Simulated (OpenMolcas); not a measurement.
# Tb³⁺: effect of the basis set

```yaml
Program: OpenMolcas
Method: "MS-CASPT2, IPEA 0.25 Eh, imaginary shift 0.1 Eh (closed shells correlated: 5s 5p)"
Active_space: 8 electrons in 7 orbitals (4f)
State_averaging: 2S+1 = 7 even, 7 roots; 2S+1 = 5 even, 140 roots (105 in the spin-orbit step); 2S+1 = 3 even, 259 roots kept (CI in the orbitals of an earlier block, 141 in the spin-orbit step); 2S+1 = 1 even, 121 roots kept (CI in the orbitals of an earlier block, 47 in the spin-orbit step)
Spin-orbit_coupling: RASSI with atomic mean-field integrals over the reference wave functions, term energies averaged over their components
```

A. ANO-R1 [7s5p3d2f], X2C, finite nucleus; CASPT2 step about 2.1 core-minutes
B. ANO-RCC-VDZP [7s6p4d2f1g], DKH2, point nucleus; CASPT2 step roughly 2.1 core-minutes
C. ANO-R2 [8s6p4d3f1g], X2C, finite nucleus; CASPT2 step about 2.9 core-minutes
D. ANO-RCC-VTZP [8s7p5d3f2g1h], DKH2, point nucleus; CASPT2 step of the order of 6 core-minutes
E. ANO-RCC-VQZP [9s8p6d4f3g2h], DKH2, point nucleus; CASPT2 step roughly 13 core-minutes
F. ANO-R3 [9s8p5d5f3g2h], X2C, finite nucleus; CASPT2 step about 10 core-minutes

Energies in cm-1 above 4f8 7F6, the measured ground level; measured values from Martin, Zalubas and Hagan, Atomic Energy Levels: The Rare-Earth Elements, NSRDS-NBS 60 (1978).

```json
{"Level": "4f8 7F6", "A": "0.0", "B": "0.0", "C": "0.0", "D": "0.0", "E": "0.0", "F": "0.0", "Measured": "0.0"}
{"Level": "4f8 7F5", "A": "2130", "B": "2140", "C": "2120", "D": "2120", "E": "2120", "F": "2130", "Measured": "2052"}
{"Level": "4f8 7F4", "A": "3480", "B": "3460", "C": "3430", "D": "3430", "E": "3420", "F": "3430", "Measured": "3314"}
{"Level": "4f8 7F3", "A": "4510", "B": "4490", "C": "4450", "D": "4440", "E": "4440", "F": "4440", "Measured": "4292"}
{"Level": "4f8 7F2", "A": "5250", "B": "5220", "C": "5170", "D": "5170", "E": "5160", "F": "5160", "Measured": "4978"}
{"Level": "4f8 7F1", "A": "5730", "B": "5700", "C": "5650", "D": "5650", "E": "5640", "F": "5640", "Measured": "5432"}
{"Level": "4f8 7F0", "A": "5980", "B": "5940", "C": "5890", "D": "5880", "E": "5870", "F": "5880", "Measured": "5654"}
{"Level": "4f8 5D4(1)", "A": "22150", "B": "20980", "C": "20700", "D": "20480", "E": "20220", "F": "20130", "Measured": ""}
{"Level": "4f8 5D3(1)", "A": "28150", "B": "26990", "C": "26670", "D": "26450", "E": "26190", "F": "26110", "Measured": ""}
{"Level": "4f8 5L10", "A": "29570", "B": "29620", "C": "29440", "D": "29320", "E": "29110", "F": "29120", "Measured": ""}
{"Level": "4f8 5G6(1) [72 %]", "A": "29920", "B": "28980", "C": "28670", "D": "28320", "E": "28030", "F": "27890", "Measured": ""}
{"Level": "4f8 5D2(1)", "A": "30660", "B": "29410", "C": "29070", "D": "28810", "E": "28520", "F": "28410", "Measured": ""}
{"Level": "4f8 5L9", "A": "31030", "B": "31050", "C": "30870", "D": "30740", "E": "30530", "F": "30540", "Measured": ""}
{"Level": "4f8 5G5(1)", "A": "31030", "B": "30090", "C": "29770", "D": "29420", "E": "29140", "F": "29010", "Measured": ""}
{"Level": "4f8 5L8", "A": "31820", "B": "31830", "C": "31630", "D": "31490", "E": "31280", "F": "31280", "Measured": ""}
{"Level": "4f8 5G4(1)", "A": "31830", "B": "30870", "C": "30540", "D": "30200", "E": "29910", "F": "29780", "Measured": ""}
{"Level": "4f8 5L7", "A": "32120", "B": "32070", "C": "31860", "D": "31700", "E": "31480", "F": "31460", "Measured": ""}
{"Level": "4f8 5L6", "A": "32290", "B": "32240", "C": "32040", "D": "31880", "E": "31650", "F": "31640", "Measured": ""}
{"Level": "4f8 5G3(1)", "A": "32300", "B": "31310", "C": "30960", "D": "30630", "E": "30330", "F": "30200", "Measured": ""}
{"Level": "4f8 5G2(1)", "A": "32580", "B": "31560", "C": "31210", "D": "30870", "E": "30570", "F": "30430", "Measured": ""}
{"Level": "4f8 5D1(1)", "A": "33080", "B": "31840", "C": "31480", "D": "31230", "E": "30940", "F": "30850", "Measured": ""}
{"Level": "4f8 5D0(1)", "A": "33950", "B": "32690", "C": "32320", "D": "32060", "E": "31760", "F": "31660", "Measured": ""}
{"Level": "4f8 5H7(1)", "A": "35190", "B": "34500", "C": "34210", "D": "33830", "E": "33590", "F": "33450", "Measured": ""}
{"Level": "4f8 5H6(1) [69 %]", "A": "37210", "B": "36470", "C": "36160", "D": "35770", "E": "35520", "F": "35380", "Measured": ""}
```

Deviations, from unrounded energies. A percentage is the sum of absolute deviations over the sum of measured energies, with the sign that they share, or ± where signs differ.

| Against measurement | Levels | A | B | C | D | E | F |
| --- | --- | --- | --- | --- | --- | --- | --- |
| mean absolute deviation (cm-1) | 6 | 230 | 200 | 170 | 160 | 150 | 160 |
| fine structure of the ground term (%) | 6 | +5.3 | +4.7 | +3.9 | +3.8 | +3.6 | +3.7 |

C, D, E, F lie about equally close to measurement and A furthest from it. The largest miss of E in the table is 4f8 7F0, by +220 cm-1. The ranking rests on the paired levels alone, and a cruder setting can come out closer through cancelling errors.

The two smallest mean deviations differ by little beside CASPT2's spread within terms, so their order carries little weight.

Among A to F the level of the table that moves most is 4f8 5D0(1), by 2300 cm-1 (lowest in F, highest in A). Moves below CASPT2's spread within the term are not significant.

CASPT2 does not keep the components of a term degenerate, so their means are used; among the terms shown or strongly mixed into the levels shown the widest spread is 320 cm-1 (4f8 5I, F). Blocks of more than 70 roots (2S+1 = 5 even, 3 even) ran without multistate coupling. High states are left out of the spin-orbit mixing, which shifts the levels that they would mix with. The basis is small and was not contracted for so high a charge (holds for A; B). Measured partners are found by configuration, term and J. A level has none where our copy of the source lacks it or the pairing is in doubt (some pairs that miss far off the trend of their configuration count as doubtful), and it then counts in no deviation. Only configurations of the active space appear. Levels that lie high or do not pair safely by name in every column are left out.

A share in square brackets marks a mixed level and gives the weight of the term that names it, the lowest over the columns. A number in round brackets counts repeated terms of one configuration in the order of the reference energies.
